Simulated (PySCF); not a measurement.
C₂H₁₀N₂O₂Si (SMILES CN(C)[Si](N)(O)O), singlet, geometry from GFN2-xTB, with bond 16-6 at 1.8 times its length; CASSCF(8,8)/STO-3G in PySCF.

Here is a job for PySCF.
```python
from pyscf import gto, scf, mcscf
import numpy

mol = gto.M(
    atom='''
C    -0.81059493    1.26740746   -1.59549094
N    -0.91740699    0.32963459   -0.50475163
C    -2.02848879   -0.57365118   -0.67220904
Si    0.48589373   -0.10498754    0.40190041
N     1.55184252   -1.12897665   -0.50223605
O     1.24771662    1.26080112    0.86133501
O     0.04565178   -0.88181304    1.76713536
H    -1.73272557    1.85099139   -1.67438834
H     0.01973801    1.94224075   -1.40847879
H    -0.64350835    0.76201757   -2.55576078
H    -2.94966538    0.00081035   -0.80687323
H    -2.13189638   -1.19168741    0.21533036
H    -1.90255700   -1.22786260   -1.54485272
H     1.78746076   -0.82747066   -1.43379722
H     2.39326562   -1.43590475   -0.03916256
H     0.53219191    2.19914427    2.10800209
H    -0.24632054   -1.78445969    1.69480050
''',
    basis='sto-3g',
    verbose=4,
)

mf = scf.RHF(mol)
mf.kernel()
mc = mcscf.CASSCF(mf, 8, 8)
mc.fix_spin_(ss=0.0)
mc.kernel()
occ = numpy.linalg.eigvalsh(mc.fcisolver.make_rdm1(mc.ci, mc.ncas, mc.nelecas))[::-1]
ss = mc.fcisolver.spin_square(mc.ci, mc.ncas, mc.nelecas)[0]
print('natural occupations', occ.round(4), ' <S^2>', round(ss, 4))
```

What does PySCF print? Leave out banner, timings and long lists.


```
PySCF version 2.14.0

[INPUT] verbose = 4
[INPUT] num. atoms = 17
[INPUT] num. electrons = 66
[INPUT] charge = 0
[INPUT] spin (= nelec alpha-beta = 2S) = 0
[INPUT] symmetry False subgroup None
[INPUT] Mole.unit = angstrom
[INPUT] Symbol           X                Y                Z      unit          X                Y                Z       unit  Magmom
[INPUT]  1 C     -0.810594930000   1.267407460000  -1.595490940000 AA   -1.531802415661   2.395052987631  -3.015040910825 Bohr   0.0
[INPUT]  2 N     -0.917406990000   0.329634590000  -0.504751630000 AA   -1.733647955862   0.622919096283  -0.953842341628 Bohr   0.0
[INPUT]  3 C     -2.028488790000  -0.573651180000  -0.672209040000 AA   -3.833288259850  -1.084043621234  -1.270290984057 Bohr   0.0
[INPUT]  4 Si     0.485893730000  -0.104987540000   0.401900410000 AA    0.918206075343  -0.198397697092   0.759481704250 Bohr   0.0
[INPUT]  5 N      1.551842520000  -1.128976650000  -0.502236050000 AA    2.932557351255  -2.133456669529  -0.949088584383 Bohr   0.0
[INPUT]  6 O      1.247716620000   1.260801120000   0.861335010000 AA    2.357842692868   2.382568814345   1.627687270400 Bohr   0.0
[INPUT]  7 O      0.045651780000  -0.881813040000   1.767135360000 AA    0.086269361299  -1.666385138670   3.339401855435 Bohr   0.0
[INPUT]  8 H     -1.732725570000   1.850991390000  -1.674388340000 AA   -3.274376776331   3.497866786028  -3.164135388765 Bohr   0.0
[INPUT]  9 H      0.019738010000   1.942240750000  -1.408478790000 AA    0.037299433144   3.670303085470  -2.661639165359 Bohr   0.0
[INPUT] 10 H     -0.643508350000   0.762017570000  -2.555760780000 AA   -1.216054540371   1.440004509407  -4.829687914105 Bohr   0.0
[INPUT] 11 H     -2.949665380000   0.000810350000  -0.806873230000 AA   -5.574059727311   0.001531339565  -1.524769421943 Bohr   0.0
[INPUT] 12 H     -2.131896380000  -1.191687410000   0.215330360000 AA   -4.028700284152  -2.251962830992   0.406915406704 Bohr   0.0
[INPUT] 13 H     -1.902557000000  -1.227862600000  -1.544852720000 AA   -3.595311666374  -2.320324032596  -2.919348543589 Bohr   0.0
[INPUT] 14 H      1.787460760000  -0.827470660000  -1.433797220000 AA    3.377811294807  -1.563692923513  -2.709484063963 Bohr   0.0
[INPUT] 15 H      2.393265620000  -1.435904750000  -0.039162560000 AA    4.522616565137  -2.713466718462  -0.074006512737 Bohr   0.0
[INPUT] 16 H      0.532191910000   2.199144270000   2.108002090000 AA    1.005696955609   4.155780378707   3.983546620111 Bohr   0.0
[INPUT] 17 H     -0.246320540000  -1.784459690000   1.694800500000 AA   -0.465478359455  -3.372140094426   3.202708780776 Bohr   0.0

nuclear repulsion = 431.28447883259
number of shells = 33
number of NR pGTOs = 147
number of NR cGTOs = 49
basis = sto-3g
ecp = {}

******** <class 'pyscf.scf.hf.RHF'> ********
method = RHF
initial guess = minao
damping factor = 0
level_shift factor = 0
DIIS = <class 'pyscf.scf.diis.CDIIS'>
diis_start_cycle = 1
diis_space = 8
diis_damp = 0
SCF conv_tol = 1e-09
SCF conv_tol_grad = None
SCF max_cycles = 50
direct_scf = True
direct_scf_tol = 1e-13
Set gradient conv threshold to 3.16228e-05
Initial guess from minao.
init E= -622.158638133828
  HOMO = -0.226677156371194  LUMO = -0.0957459678710517  gap/eV = 3.56282
cycle= 1 E= -620.982426295937  delta_E= 1.18  |g|= 0.744  |ddm|= 4.99
  HOMO = -0.0441379856303815  LUMO = 0.210808981321021  gap/eV = 6.93746
cycle= 2 E= -621.185999347008  delta_E= -0.204  |g|= 0.449  |ddm|= 1.77
  HOMO = -0.246727554163634  LUMO = 0.156643670814965  gap/eV = 10.97629
cycle= 3 E= -621.261385628193  delta_E= -0.0754  |g|= 0.0697  |ddm|= 0.709
  HOMO = -0.270202400812611  LUMO = 0.184094343612568  gap/eV = 12.36204
cycle= 4 E= -621.263685843294  delta_E= -0.0023  |g|= 0.0189  |ddm|= 0.125
  HOMO = -0.270344484153398  LUMO = 0.188387038681089  gap/eV = 12.48272
cycle= 5 E= -621.263880644216  delta_E= -0.000195  |g|= 0.00271  |ddm|= 0.0465
  HOMO = -0.270987456340789  LUMO = 0.188069851284124  gap/eV = 12.49159
cycle= 6 E= -621.263886299892  delta_E= -5.66e-06  |g|= 0.000823  |ddm|= 0.00818
  HOMO = -0.270817770622947  LUMO = 0.188332347503793  gap/eV = 12.49411
cycle= 7 E= -621.263886781109  delta_E= -4.81e-07  |g|= 0.000187  |ddm|= 0.00263
  HOMO = -0.270907365412323  LUMO = 0.188425383617391  gap/eV = 12.49908
cycle= 8 E= -621.26388680664  delta_E= -2.55e-08  |g|= 5.56e-05  |ddm|= 0.000552
  HOMO = -0.270895831586644  LUMO = 0.188426989838564  gap/eV = 12.49881
cycle= 9 E= -621.263886810998  delta_E= -4.36e-09  |g|= 2.71e-05  |ddm|= 0.000211
  HOMO = -0.270899354936794  LUMO = 0.188426460285048  gap/eV = 12.49889
cycle= 10 E= -621.263886812538  delta_E= -1.54e-09  |g|= 1.75e-05  |ddm|= 0.000113
  HOMO = -0.270898220910169  LUMO = 0.188426996843412  gap/eV = 12.49888
cycle= 11 E= -621.263886813592  delta_E= -1.05e-09  |g|= 5.13e-06  |ddm|= 0.000154
  HOMO = -0.270898267493147  LUMO = 0.188426673833944  gap/eV = 12.49887
cycle= 12 E= -621.263886813664  delta_E= -7.28e-11  |g|= 1.31e-06  |ddm|= 4.48e-05
  HOMO = -0.270898195883401  LUMO = 0.188426415433528  gap/eV = 12.49886
Extra cycle  E= -621.263886813666  delta_E= -1.36e-12  |g|= 7.22e-07  |ddm|= 3.13e-06
converged SCF energy = -621.263886813666

******** <class 'pyscf.mcscf.mc1step.CASSCF'> ********
CAS (4e+4e, 8o), ncore = 29, nvir = 12
max_cycle_macro = 50
max_cycle_micro = 4
conv_tol = 1e-07
conv_tol_grad = None
orbital rotation max_stepsize = 0.02
orbital rotation threshold for CI restart = 0.01
augmented hessian ah_max_cycle = 30
augmented hessian ah_conv_tol = 1e-12
augmented hessian ah_linear dependence = 1e-14
augmented hessian ah_level shift = 1e-08
augmented hessian ah_start_tol = 2.5
augmented hessian ah_start_cycle = 3
augmented hessian ah_grad_trust_region = 3
kf_trust_region = 3
kf_interval = 4
ci_response_space = 4
ci_grad_trust_region = 3
with_dep4 0
natorb = False
canonicalization = True
sorting_mo_energy = False
ao2mo_level = 2
internal_rotation = False
******** <class 'pyscf.fci.addons.SpinPenaltyFCISolver'> ********
max. cycles = 50
conv_tol = 1e-08
davidson only = True
linear dependence = 1e-12
level shift = 0.001
max iter space = 12
nroots = 1
pspace_size = 400
spin = None
CASCI E = -621.348749568767  S^2 = 0.0000000
Set conv_tol_grad to 0.000316228
macro iter   1 ( 21 JK    4 micro), CASSCF E = -621.382966188874  dE = -3.42166201e-02  S^2 = 0.0000000
               |grad[o]|=  0.1  |grad[c]|= 0.03  |ddm|=0.0884  |maxRot[o]|= 0.27
macro iter   2 ( 21 JK    4 micro), CASSCF E = -621.391493390229  dE = -8.52720136e-03  S^2 = 0.0000000
               |grad[o]|=0.0282  |grad[c]|=0.0436  |ddm|=0.0918  |maxRot[o]|=0.218
macro iter   3 ( 21 JK    4 micro), CASSCF E = -621.400128986325  dE = -8.63559610e-03  S^2 = 0.0000000
               |grad[o]|=0.0205  |grad[c]|=0.102  |ddm|=0.0239  |maxRot[o]|=0.152
macro iter   4 ( 12 JK    3 micro), CASSCF E = -621.404981554525  dE = -4.85256820e-03  S^2 = 0.0000000
               |grad[o]|=0.0146  |grad[c]|=0.0679  |ddm|=0.0345  |maxRot[o]|= 0.12
macro iter   5 ( 21 JK    4 micro), CASSCF E = -621.405964747721  dE = -9.83193196e-04  S^2 = 0.0000000
               |grad[o]|=0.0108  |grad[c]|=0.0449  |ddm|=0.0195  |maxRot[o]|=0.146
macro iter   6 (  7 JK    2 micro), CASSCF E = -621.407453833717  dE = -1.48908600e-03  S^2 = 0.0000000
               |grad[o]|=0.00774  |grad[c]|=0.00446  |ddm|=0.0106  |maxRot[o]|=0.0697
macro iter   7 (  7 JK    2 micro), CASSCF E = -621.408628553295  dE = -1.17471958e-03  S^2 = 0.0000000
               |grad[o]|=0.00553  |grad[c]|=0.00796  |ddm|=0.0105  |maxRot[o]|=0.0697
macro iter   8 (  7 JK    2 micro), CASSCF E = -621.409298059138  dE = -6.69505843e-04  S^2 = 0.0000000
               |grad[o]|=0.00354  |grad[c]|=0.0131  |ddm|=0.00944  |maxRot[o]|=0.0697
macro iter   9 ( 15 JK    4 micro), CASSCF E = -621.408308751493  dE =  9.89307645e-04  S^2 = 0.0000000
               |grad[o]|=0.00187  |grad[c]|=0.0291  |ddm|=0.0104  |maxRot[o]|=0.101
macro iter  10 ( 21 JK    4 micro), CASSCF E = -621.408473139597  dE = -1.64388104e-04  S^2 = 0.0000000
               |grad[o]|=0.00368  |grad[c]|=0.00461  |ddm|=0.00254  |maxRot[o]|=0.027
macro iter  11 (  7 JK    2 micro), CASSCF E = -621.408966358593  dE = -4.93218996e-04  S^2 = 0.0000000
               |grad[o]|=0.00294  |grad[c]|=0.00174  |ddm|=0.00419  |maxRot[o]|=0.0383
macro iter  12 (  7 JK    2 micro), CASSCF E = -621.409390582949  dE = -4.24224356e-04  S^2 = 0.0000000
               |grad[o]|=0.00215  |grad[c]|=0.00587  |ddm|=0.00512  |maxRot[o]|=0.0516
macro iter  13 (  5 JK    2 micro), CASSCF E = -621.409494648540  dE = -1.04065591e-04  S^2 = 0.0000000
               |grad[o]|=0.00128  |grad[c]|=0.00265  |ddm|=0.00148  |maxRot[o]|=0.0258
macro iter  14 ( 15 JK    4 micro), CASSCF E = -621.409219767754  dE =  2.74880786e-04  S^2 = 0.0000000
               |grad[o]|=0.000736  |grad[c]|=0.00956  |ddm|=0.0017  |maxRot[o]|=0.056
macro iter  15 ( 21 JK    4 micro), CASSCF E = -621.409233910580  dE = -1.41428259e-05  S^2 = 0.0000000
               |grad[o]|=0.00178  |grad[c]|=0.00308  |ddm|=0.000946  |maxRot[o]|=0.00766
macro iter  16 (  7 JK    2 micro), CASSCF E = -621.409453833329  dE = -2.19922750e-04  S^2 = 0.0000000
               |grad[o]|=0.00151  |grad[c]|=0.00318  |ddm|=0.00286  |maxRot[o]|=0.0368
macro iter  17 (  5 JK    2 micro), CASSCF E = -621.409514487129  dE = -6.06537996e-05  S^2 = 0.0000000
               |grad[o]|=0.000798  |grad[c]|=0.00174  |ddm|=0.000908  |maxRot[o]|=0.0218
macro iter  18 ( 13 JK    4 micro), CASSCF E = -621.409517116517  dE = -2.62938829e-06  S^2 = 0.0000000
               |grad[o]|=0.000375  |grad[c]|=0.00162  |ddm|=0.000282  |maxRot[o]|=0.00517
macro iter  19 (  9 JK    4 micro), CASSCF E = -621.409519606441  dE = -2.48992399e-06  S^2 = 0.0000000
               |grad[o]|=0.000357  |grad[c]|=0.00147  |ddm|=0.000146  |maxRot[o]|=0.00211
macro iter  20 (  9 JK    4 micro), CASSCF E = -621.409518738466  dE =  8.67975018e-07  S^2 = 0.0000000
               |grad[o]|=0.000299  |grad[c]|=0.00128  |ddm|=0.000152  |maxRot[o]|=0.000941
macro iter  21 (  4 JK    1 micro), CASSCF E = -621.409528044281  dE = -9.30581518e-06  S^2 = 0.0000000
               |grad[o]|=0.000331  |grad[c]|=0.00123  |ddm|=0.000155  |maxRot[o]|=0.0115
macro iter  22 (  6 JK    1 micro), CASSCF E = -621.409528231925  dE = -1.87644332e-07  S^2 = 0.0000000
               |grad[o]|=6.26e-05  |grad[c]|=0.000209  |ddm|=4.06e-05  |maxRot[o]|=0.00176
macro iter  23 (  3 JK    1 micro), CASSCF E = -621.409528240730  dE = -8.80424977e-09  S^2 = 0.0000000
               |grad[o]|=3.23e-05  |grad[c]|=4.26e-05  |ddm|=1.85e-05  |maxRot[o]|=0.000357
1-step CASSCF converged in  23 macro (264 JK  66 micro) steps
CASSCF canonicalization
Density matrix diagonal elements [1.98618097 1.90645554 1.75114126 1.98435237 0.32656803 0.01724514
 0.01284159 0.01521511]
CASSCF energy = -621.409528240730
CASCI E = -621.409528240730  E(CI) = -15.7653971033612  S^2 = 0.0000000
natural occupations [1.9941 1.9874 1.9765 1.677  0.3239 0.0247 0.0138 0.0026]  <S^2> 0.0
```
